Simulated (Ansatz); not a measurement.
Mulliken charges of ClH5InNOSi, SMILES `[NH2][In]([Cl])[O][SiH3]` from PBE/def2-TZVPP in Ansatz (PBE0-D4/def2-TZVP geometry).

| atom | x (Å) | y (Å) | z (Å) | charge (e) |
| --- | --- | --- | --- | --- |
| N1 | -1.489 | 1.702 | 1.737 | -0.425 |
| In2 | -0.039 | 0.978 | 0.569 | 0.796 |
| Cl3 | 1.845 | 2.167 | -0.053 | -0.341 |
| O4 | -0.252 | -0.772 | -0.302 | -0.471 |
| Si5 | 0.599 | -1.652 | -1.382 | 0.350 |
| H6 | -1.199 | 2.402 | 2.405 | 0.157 |
| H7 | -2.052 | 1.004 | 2.204 | 0.157 |
| H8 | -0.156 | -2.900 | -1.672 | -0.072 |
| H9 | 1.941 | -2.020 | -0.849 | -0.076 |
| H10 | 0.801 | -0.909 | -2.657 | -0.073 |

Q: By hand: the dipole of these point charges (1 e Å = 4.8032 D).

A: Σ q r = (-0.404, 0.065, 0.494) e Å, of length 0.641 e Å = 3.08 D.

Q: How does the dipole of the full density compare? (Best estimate.)

A: Computed: (-0.317, 0.095, 0.523) e Å, 2.97 D; the point charges give 1.04 times that, at 9° from its direction.

Point charges leave out the atoms' own dipoles, such as those of lone pairs, and Mulliken's split depends on the basis, so the close match here is no proof of good charges.
